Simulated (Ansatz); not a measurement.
Compare A (`CO[SiH](O)F`) with its isomer B (`OCO[SiH2]F`).

Gas-phase electronic energies from Ansatz, PBE0-D4/def2-TZVP geometries. CCSD(T)/CBS is the MP2 limit (def2-TZVPP, def2-QZVPP) plus CCSD(T) − MP2 in def2-TZVPP, frozen cores. DFT in def2-TZVPP. One conformer a species, not always the lowest.

Problem. Which isomer does CCSD(T)/CBS put lower? Give the gap. (Estimate.)

Solution. Computed: A, by 41.4 kcal/mol.

Problem. Give E(B) − E(A) in kcal/mol with PBE0-D4, B2PLYP, HF/def2-TZVPP, CCSD(T)/def2-TZVPP, PBE-D4, r2SCAN-D4, MP2/def2-TZVPP. (Estimate.)

Solution. The calculation gave: PBE0-D4 39.2, B2PLYP 41.0, HF/def2-TZVPP 41.5, CCSD(T)/def2-TZVPP 40.5, PBE-D4 37.8, r2SCAN-D4 40.7, MP2/def2-TZVPP 41.9. None reverses the order clearly.

Largest T1 diagnostic: 0.012.

From PBE to PBE0 (25 % exact exchange), in def2-TZVPP and without D4, E(B) − E(A) moves by +1.4 kcal/mol.
